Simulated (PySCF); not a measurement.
**Radial density of Br⁺ (bromine, charge +1)**

wB97X, [Ar] 3d10 4s2 4p4, high-spin 3P determinant. Calculation: PySCF 2.14, in aug-cc-pVTZ-DK (7s6p4d2f, 59 functions); scalar relativity by spin-free X2C-1e.

```tsv
r (bohr)	4πr²ρ (e/bohr)	4πr²(ρα − ρβ)
0.000661	0.3010	0.0000
0.00111	0.7389	0.0000
0.00187	1.778	0.0000
0.00314	4.142	-0.0001
0.00529	9.171	-0.0002
0.00890	18.55	-0.0002
0.0150	32.09	0.0008
0.0252	42.77	0.0068
0.0423	39.91	0.0299
0.0712	36.32	0.0800
0.120	50.56	0.0829
0.201	38.32	-0.0104
0.339	30.09	0.1833
0.570	30.21	0.0862
0.959	8.175	0.3479
1.61	4.257	1.3124
2.71	1.196	0.4509
4.56	0.04368	0.0132
7.67	1.763e-05	0.0000
```

Densities and radii are taken from the X2C orbitals without a picture-change correction, which distorts them close to the nucleus.

(1) Where is the radial spin density 4πr²(ρα − ρβ) most negative, and why is it negative at all?

Results:

(1) Around r = 0.201 bohr, down to -0.0104 e/bohr: exchange with the open shell polarises the paired shells in an unrestricted calculation.
